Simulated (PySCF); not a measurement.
## Worked example: oscillator strength and radiative lifetime

2H-1,3,5-oxadiazine (C₃H₄N₂O), SMILES C1OC=NC=N1.

Geometry: B3LYP-D3(BJ)/def2-SVP. Other conformers were not sampled.

TDDFT-PBE/def2-SVPD in PySCF puts the first singlet state with f over 0.02 at 4.44 eV (vertical), with the transition dipole (-0.321, -0.434, 0.048) in atomic units.

Find the oscillator strength, the wavelength and the radiative lifetime that this transition would have in vacuum if emission retraced absorption.


|μ|² = 0.2937 au, so |μ| = 1.38 D. ΔE = 4.44/27.211 = 0.1632 hartree. f = (2/3) ΔE |μ|² = 0.032 (the program prints 0.032).
λ = 1239.84/4.44 = 279 nm; ν = 35811 cm⁻¹.
Einstein's coefficient A = 0.6670 ν² f s⁻¹ (ν in cm⁻¹) = 2.7e7 s⁻¹, so τ = 1/A = 37 ns. This state is S2; the lower singlet has f = 0.004. The figure is the radiative limit of this one transition; relaxation, internal conversion, crossing to triplets and a medium change what is measured.
